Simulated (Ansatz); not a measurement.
Gas-phase electronic energies from Ansatz, PBE0-D4/def2-TZVP geometries. CCSD(T)/CBS adds triple-zeta CCSD(T) − MP2 to the extrapolated MP2 energy (def2 sets, frozen cores). This one scheme is used for every species. Functionals use def2-TZVPP. HSE06 is defined as in plane-wave codes. One conformer a species, not always the lowest.

`[SiH3]C1NCS1` + H₂O → `OC1NCS1` + SiH₄  (formal hydrolysis of a C–Si bond)

```tsv
level	ΔE (kcal/mol)
HSE06-D4	6.5
MP2/def2-QZVPP	10.9
```

Problem. What does CCSD(T)/CBS give? (An estimate is asked.)

Solution. Ansatz gave: +9.8 kcal/mol. The listed levels differ from it by -3.3, 1.1 kcal/mol.

Largest T1 diagnostic among the species: 0.012.

From BLYP to BHLYP (50 % exact exchange), in def2-TZVPP and without D4, ΔE moves by +1.4 kcal/mol. The D4 term adds +2.3 kcal/mol with B3LYP and +1.3 kcal/mol with PBE0; it sums over pairs of atoms, weighted by their polarisabilities, and B3LYP, whose exchange is more repulsive, gets the larger term.

B3LYP here is the variant with VWN-RPA as its local correlation; programs differ in this.
